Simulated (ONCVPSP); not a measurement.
nitrogen: ONCV pseudisation with LDA (Perdew-Zunger), scalar-relativistic reference atom.

- Element: nitrogen (N)
- Generator: ONCVPSP 4.0.1
- Type: optimised norm-conserving Vanderbilt (ONCV)
- Functional: LDA (Perdew-Zunger)
- Relativity: scalar-relativistic
- Frozen core: [He]
- Valence charge: 5
- Reference configuration: 2s2 2p3
- Partial waves: 2s: rc 0.75 bohr, ncon 4, nbas 7, qcut 6.8 1/bohr, 2 projectors, debl 2.8 Ha; 2p: rc 1.85 bohr, ncon 4, nbas 7, qcut 6.8 1/bohr, 3 projectors, debl 3 Ha
- Local potential: polynomial inside 0.50 bohr (lpopt 2, dvloc0 0 Ha)
- Core correction: polynomial model core, fcfact 0.65

All-electron outer shells of the reference configuration (LDA (Perdew-Zunger), scalar-relativistic, ld1.x):

```tsv
shell	level (eV)	outermost node (bohr)	outermost maximum (bohr)
1s	-381.53	–	0.15
2s	-18.42	0.32	1.02
2p	-7.24	–	0.97
```

Problem. Does the generator finish with these settings?

Solution. Yes, a potential is produced and its reference levels are reproduced.

Problem. Estimate the cutoffs (Ha) at which the residual kinetic energy of the hardest occupied pseudo-wave falls to 1 and 0.1 mHa per electron.

Solution. 32 Ha and 118 Ha.

Problem. What does a ghost test show?

Solution. No bound ghost flagged; GHOST(+) flagged for s at 392.2 eV.

Problem. Which valence shell sets the plane-wave cutoff?

Solution. 2s: 32 Ha for 1 mHa per electron, against 18 Ha for 2p.

Problem. Tests: 2s2 2p2; 2s2 2p1; 2s2 2p0; 2s2 2p2.5. Which has the largest error in its energy relative to the reference configuration, and how large is it?

Solution. 2s2 2p0, with +1388 meV (all-electron minus pseudo) on +89.87 eV.
